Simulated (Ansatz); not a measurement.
CH2Cl2FSi, SMILES `[CH2][Si](F)(Cl)Cl` radical, relaxed with UKS PBE0-D4/def2-TZVP in Ansatz from a PBE-D4/def2-SVP geometry. The force threshold is 0.005 eV/Å; the program also tests the step.

Charge 0, multiplicity 2.

Start:

```xyz
7

C     1.059    0.426   -0.277
Si   -0.619   -0.167    0.140
F    -1.686    1.054    0.010
Cl   -1.227   -1.671   -1.133
Cl   -0.712   -0.875    2.075
H     1.251    1.478   -0.547
H     1.934   -0.244   -0.268
```

Task: By how much does the energy fall, and how many steps does the optimiser take? (An estimate is asked.)

Result: The calculation gave: 6.52 kJ/mol, in 5 steps.

Task: Which bonds change most? (Estimate.)

Result: The calculation gave: Si2–F3 from 1.627 to 1.583 Å; Si2–Cl5 from 2.062 to 2.032 Å; Si2–Cl4 from 2.062 to 2.032 Å; C1–H6 from 1.103 to 1.085 Å.

Task: Give the relaxed structure. (Estimate.)

Result: The calculation gave: 
```xyz
7

C     1.048    0.425   -0.274
Si   -0.615   -0.166    0.140
F    -1.650    1.026    0.011
Cl   -1.219   -1.647   -1.115
Cl   -0.712   -0.863    2.047
H     1.237    1.459   -0.541
H     1.910   -0.233   -0.267
```
